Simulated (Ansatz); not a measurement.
One change: `[F][Zn][CH2][SiH3]` becomes `N[CH2][Zn][F]`.

Ansatz, PBE0-D4/def2-TZVP geometries, multiplicity 1. Each molecule was computed in one conformer, which needn't be the lowest.

Scalar relativity is left out up to krypton.

```tsv
property	`[F][Zn][CH2][SiH3]`
LUMO energy (PBE/def2-TZVPP) / eV	-1.65
size of the dipole moment (PBE/def2-TZVPP) / D	2.51
HOMO energy (B3LYP/def2-TZVPP) / eV	-8.40
LUMO energy (B3LYP/def2-TZVPP) / eV	-1.11
size of the dipole moment (ωB97M-V/def2-TZVPP) / D	2.53
LUMO energy (ωB97M-V/def2-TZVPP) / eV	0.75
```

Task: What does the change do to each property? (Best estimate.)

Result: The calculation gave: 
| property | `N[CH2][Zn][F]` | shift |
| --- | --- | --- |
| LUMO energy (PBE/def2-TZVPP) / eV | -1.36 | 0.29 |
| size of the dipole moment (PBE/def2-TZVPP) / D | 3.65 | 1.14 |
| HOMO energy (B3LYP/def2-TZVPP) / eV | -6.72 | 1.68 |
| LUMO energy (B3LYP/def2-TZVPP) / eV | -0.85 | 0.26 |
| size of the dipole moment (ωB97M-V/def2-TZVPP) / D | 3.59 | 1.06 |
| LUMO energy (ωB97M-V/def2-TZVPP) / eV | 0.99 | 0.24 |

With PBE0 the HOMO rises by 1.66 eV and the LUMO rises by 0.30 eV, so the gap narrows by about 1.36 eV. PBE moves the HOMO by 1.91 eV and ωB97M-V by 1.51 eV. Dipoles are sizes alone; their direction can turn.

B3LYP here is the variant with VWN-RPA as its local correlation; programs differ in this.
